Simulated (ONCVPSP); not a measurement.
## Plane-wave convergence, ONCV potential for gold

ONCVPSP 4.0.1 input, shortened (lines: element, Z, core and valence counts, functional; n l f; lmax; l rc ep ncon nbas qcut; lloc lpopt rc5 dvloc0; l nproj debl; icmod fcfact rcfact), PBE, scalar-relativistic:

```
  Au 79.00    9    5        4      upf
    1    0    2.00
    2    0    2.00
    2    1    6.00
    3    0    2.00
    3    1    6.00
    3    2   10.00
    4    0    2.00
    4    1    6.00
    4    2   10.00
    4    3   14.00
    5    0    2.00
    5    1    6.00
    5    2   10.00
    6    0    1.00
    3
    0    1.30    0.00    4    8    7.40
    1    1.25    0.00    4    7    7.00
    2    2.15    0.00    3    8    6.00
    3    1.00    0.00    3    8   18.10
    4    5    0.65    1.00
    0    2    1.60
    1    2    2.90
    2    2    1.10
    3    3    1.50
    3    6.00    1.30
```

In the f channel the program set the typed energies aside and used -2.981, 0.250, 1.750 Ha.

Problem. For each optimised wave give the share of its norm inside rc, the residual kinetic energy above qcut (Ha) and the cutoffs (Ha) for errors of 10, 1, 0.1 and 0.01 mHa per electron.

Solution.

```
         wave  norm inside rc  residual KE  10 mHa  1 mHa  0.1 mHa  0.01 mHa
           5s           0.888      9.5e-04    21.5   27.6     96.1     118.3
           6s           0.040      3.4e-04    17.9   24.8     41.3     104.4
           5p           0.724      6.5e-03    22.1   77.8     96.2     133.2
p projector 2           0.087      3.0e-03    12.5   30.4     78.9      99.2
           5d           0.810      3.2e-05    12.2   14.8     16.9      39.3
d projector 2           0.173      5.2e-05    12.3   15.2     17.4      26.8
           4f           0.966      4.4e-06   123.9  138.4    149.6     159.5
f projector 2           0.000      2.7e-09     0.8   49.6     87.9     113.2
f projector 3           0.022      1.7e-06   105.5  127.2    143.4     155.6
```

The occupied waves need 138 Ha and 150 Ha for 1 and 0.1 mHa. Rows with under 1 % of the norm inside rc give no meaningful cutoff. Note: ghosts flagged at negative energy: s at -554.5 eV, p at -12.3 eV; GHOST(+) flagged for d at 95.9 eV. A true bound ghost makes a file unfit for plane-wave use.
